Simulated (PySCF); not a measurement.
From results back to the method.

Species: C6H6ClN.
SMILES with atom numbers: `[NH2:1][c:2]1[cH:3][cH:4][cH:5][cH:6][c:7]1[Cl:8]` (hydrogens: H9, H10 on N1; H11 on C3; H12 on C4; H13 on C5; H14 on C6)

Cartesian coordinates in Å at the PBE0-D3(BJ)/def2-TZVP level; atoms count from 1:
```xyz
14
C6H6ClN angstrom
N      2.0334    0.2100   -1.0168
C      0.8130    0.0567   -0.4006
C      0.4813   -1.1244    0.2694
C     -0.7217   -1.2583    0.9358
C     -1.6373   -0.2154    0.9573
C     -1.3322    0.9633    0.2975
C     -0.1270    1.0927   -0.3687
Cl     0.2318    2.5717   -1.1991
H      2.4963   -0.6401   -1.2894
H      2.0870    0.9450   -1.7032
H      1.1942   -1.9424    0.2635
H     -0.9454   -2.1886    1.4447
H     -2.5807   -0.3159    1.4785
H     -2.0264    1.7944    0.2903
```

The closed-shell ground state was solved 4 times with PySCF (density fitting, gas phase), always in the pcSseg-2 basis (379 functions), with these functionals: B97-2, KT3, PBE0 and wB97X-D. Geometry: PBE0-D3(BJ)/def2-TZVP; no solvent, vibrations or thermal averaging.

```json
{"row": "P", "total energy (Eh)": "-747.2310", "HOMO (eV)": "-7.90", "LUMO (eV)": "1.32", "dipole (D)": "1.85"}
{"row": "Q", "total energy (Eh)": "-746.8470", "HOMO (eV)": "-6.17", "LUMO (eV)": "-0.41", "dipole (D)": "1.83"}
{"row": "R", "total energy (Eh)": "-755.0797", "HOMO (eV)": "-5.18", "LUMO (eV)": "-1.21", "dipole (D)": "1.79"}
{"row": "S", "total energy (Eh)": "-747.2670", "HOMO (eV)": "-5.93", "LUMO (eV)": "-0.43", "dipole (D)": "1.83"}
```

Task: Which functional belongs to which row?

Result: P = wB97X-D, Q = PBE0, R = KT3, S = B97-2. By rising HOMO–LUMO gap: KT3 (GGA) 3.97 eV; B97-2 (global hybrid, 21 % exact exchange) 5.50 eV; PBE0 (global hybrid, 25 % exact exchange) 5.76 eV; wB97X-D (range-separated hybrid) 9.22 eV. Total energies of different functionals aren't bounds to one another; each is stationary for its own functional.

Note: wB97X-D ran without an empirical dispersion term, which enters the total energy and its gradient alone.
